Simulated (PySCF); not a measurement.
silole (C4H6Si), singlet, at a GFN2-xTB geometry. Base run: CCSD(T)/STO-3G in PySCF.

The PySCF input:
```python
from pyscf import gto, scf, cc

mol = gto.M(
    atom='''
C    -1.20638586    0.78574789   -0.41109095
C     0.02710569    1.29088450   -0.29376265
Si    1.21355663   -0.07286224    0.24738050
C    -0.23813991   -1.27821395    0.25074385
C    -1.35277056   -0.63209551   -0.11058672
H    -2.07420278    1.35899959   -0.70866783
H     0.24603893    2.32689193   -0.49207049
H     1.78955600    0.14895981    1.57457124
H     2.23200545   -0.39041535   -0.75478595
H    -0.23451069   -2.32758409    0.49442049
H    -2.32753594   -1.09471811   -0.18861565
''',
    basis='sto-3g',
    verbose=4,
)

mf = scf.RHF(mol)
mf.kernel()

mycc = cc.CCSD(mf)
mycc.kernel()
et = mycc.ccsd_t()
print('E(CCSD(T)) = %.10f' % (mycc.e_tot + et))
mf.analyze()
```

The base run was repeated with changes; each row names its change, and settings that it needs were set with it.

```
change                                ΔE vs base (kcal/mol)  MP2 correlation (Eh)  CC correlation without the perturbative part (Eh)  basis functions
------------------------------------  ---------------------  --------------------  -------------------------------------------------  ---------------
base                                                  0.000              -0.28406                                           -0.35274               35
method = mp2                                          45.98              -0.28406                                                  -               35
cc.direct = True                                      0.000              -0.28406                                           -0.35274               35
frozen = 10                                           21.53              -0.25584                                           -0.31885               35
frozen = 8                                             2.89              -0.27904                                           -0.34831               35
cc.level_shift = 0.2                                  0.000              -0.28406                                           -0.35274               35
method = cisd                                         34.93                     -                                                  -               35
density fitting = JK and correlation                 -0.428              -0.28400                                           -0.35269               35
frozen = 9                                             3.17              -0.27856                                           -0.34788               35
cc.diis_space = 3                                     0.000              -0.28406                                           -0.35274               35
```
